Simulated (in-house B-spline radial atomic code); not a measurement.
## Ionising the tungsten ion W⁴⁺ with different functionals

Computed with a B-spline radial code for spherical atoms: four-component Dirac-Coulomb Hamiltonian, Fermi nucleus of rms radius 5.3658 fm, spin-restricted, spherical fractional occupations for the functionals, and exact exchange of hybrids averaged over the configuration. The ionisation energy is the difference of two self-consistent energies, [Xe] 4f14 5d2 → [Xe] 4f14 5d1, without Breit or QED terms; ε is the level of the shell that loses the electron (mean over j). The electron is taken from both j subshells in proportion to 2j + 1, so the result is a j average, not the step between ground levels.

```tsv
method	rung	ΔSCF (eV)	-ε(5d) (eV)
B3LYP	global hybrid	50.23	45.03
BHandHLYP	global hybrid	50.09	47.01
PBE0	global hybrid	?	?
B97-1	global hybrid	?	?
```

Question: What does B97-1 give?

Answer: ΔSCF 50.03 eV, and -ε(5d) = 44.92 eV.

Question: What does PBE0 give?

Answer: ΔSCF 50.08 eV, and -ε(5d) = 45.26 eV.

Question: Among the functionals, which spreads more, the ΔSCF values or the orbital energies?

Answer: The orbital energies: ΔSCF values span about 0.20 eV and the orbital energies 2.09 eV; here energy differences depend much less on the functional than eigenvalues do.

Question: How do they compare with the NIST value?

Answer: NIST lists 51.6 eV ± 0.3 (semi-empirical, ground level to ground level). Errors run from -1.57 to -1.37 eV. The correlated functionals all miss on the same side by more than they spread, so the cause is common to them (Breit-QED terms, spin polarisation, the choice among j levels, multiplet and fine-structure energies, or a listed next ion that isn't the cheapest removal here) and closeness doesn't rank the functionals.
